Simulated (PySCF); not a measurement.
## Exercise with solution: refractive index and permittivity of the vapour

Al(H)(I)(Me) (CH4AlI), SMILES [CH3][AlH][I].

The structure is a stationary point at PBE0-D3(BJ)/def2-SVP. The geometry has at least one imaginary mode, so it is a saddle point at that level. The def2 effective core potentials stand for the cores of I; spin–orbit coupling is left out.

PySCF with B3LYP/def2-TZVPD gives a mean static polarisability of 78.6 bohr³ and a dipole moment of 1.75 D. Take an ideal gas at 298.15 K and 1 bar, whether or not the substance is that volatile.

Question: Work out n − 1 in the optical limit and the static ε − 1.

Answer: 
Polarisability volume α' = 78.6 × 0.148185 = 11.65 Å³. Number density N = p/kT = 2.43e-5 Å⁻³.
Dilute limit of Lorentz–Lorenz: n − 1 = 2π N α' = 0.0018.
Orientation term of Debye: μ²/(3kT) = 8.098 Å³ × μ²(D²) = 24.80 Å³.
ε − 1 = 4π N (α' + μ²/3kT) = 0.011. Orientation of the dipole supplies 68 % of the static response; it can't follow optical fields. Vibrational polarisation and dispersion are left out.
